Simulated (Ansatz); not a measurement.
Cost and result for the atomization energy of C4H6S3, SMILES `S=C1SCCCS1` (13 atoms, 13 bonds).

```xyz
13

S    -2.5947   -2.6285   -0.2352
C    -1.4293   -1.4890   -0.0790
S    -1.8696   -0.0119    0.6970
C    -0.3915    1.0341    0.7995
C     0.5564    0.9046   -0.3706
C     1.2226   -0.4516   -0.4040
S     0.1098   -1.8337   -0.7788
H    -0.7990    2.0451    0.8649
H     0.1256    0.8231    1.7391
H     0.0336    1.0983   -1.3108
H     1.3362    1.6666   -0.2653
H     1.7308   -0.6544    0.5423
H     1.9693   -0.5028   -1.1992
```

Charge 0, multiplicity 1. Geometry: relaxed with PBE0-D4/def2-TZVP. Program: Ansatz. All runs use 2 threads of an AMD EPYC 7R13 on a shared host and a share of an NVIDIA H100 80 GB. Times are those of one run each, without the atoms' runs, and a repeat can differ threefold. Electronic energies, without spin–orbit coupling; frozen cores. CCSD(T)/CBS adds CCSD(T) − MP2 in def2-TZVPP to the MP2 limit, and its time is that of the two runs behind it. T1 = 0.016. HSE06 is the plane-wave form, built on full-range PBE exchange.

CCSD(T)/CBS is a level of theory with its own doubt, some kJ/mol a heavy atom from the limit and from the frozen cores, so smaller differences don't rank the functionals.

| level | functions | wall time | atomization (kJ/mol) | difference from CCSD(T)/CBS | per bond |
| --- | --- | --- | --- | --- | --- |
| BHLYP-D4/def2-TZVPP | 334 | 2 s | 4896.2 | -179.0 | -13.8 |
| BLYP-D4/def2-TZVPP | 334 | 2.1 s | 5090.3 | 15.1 | 1.2 |
| PBE0-D4/def2-TZVPP | 334 | 2.1 s | 5169.8 | 94.6 | 7.3 |
| HSE06-D4/def2-TZVPP | 334 | 2.1 s | 5175.0 | 99.8 | 7.7 |
| r2SCANh-D4/def2-TZVPP | 334 | 2.2 s | 5100.3 | 25.1 | 1.9 |
| B97M-V/def2-TZVPP | 334 | 2.6 s | 5136.0 | 60.8 | 4.7 |
| PBE-D4/def2-TZVPP (with forces) | 334 | 2.7 s | 5289.6 | 214.4 | 16.5 |
| ωB97X-V/def2-TZVPP | 334 | 3.4 s | 5100.8 | 25.6 | 2.0 |
| CCSD(T)/def2-SVP | 140 | 4.7 s | 4774.4 | -300.8 | -23.1 |
| PBE-QIDH/def2-TZVPP | 334 | 4.8 s | 5097.2 | 22.0 | 1.7 |
| MP2/def2-QZVPP | 618 | 6.5 s | 5148.1 | 72.9 | 5.6 |
| CCSD(T)/def2-TZVPP | 334 | 16 s | 4923.9 | -151.3 | -11.6 |
| CCSD(T)/CBS(def2) | – | 22 s | 5075.2 | 0.0 | 0.0 |

Leaving LDA and LC-ωPBE aside and taking each functional with its dispersion term where it has one, the values spread over 393.4 kJ/mol, from BHLYP-D4 to PBE-D4. LDA lies +730.1 kJ/mol from PBE without D4, its usual overbinding. From PBE to PBE0 (25 % exact exchange), in def2-TZVPP and without D4, the atomization energy moves by −112.8 kJ/mol: exact exchange takes away binding that semilocal exchange gives to molecules. At CCSD(T), def2-SVP lies −300.7 kJ/mol from the extrapolated value and def2-TZVPP −151.3 kJ/mol: correlation converges slowly with the basis, and small sets miss more of it in the bonded molecule than in its fragments.
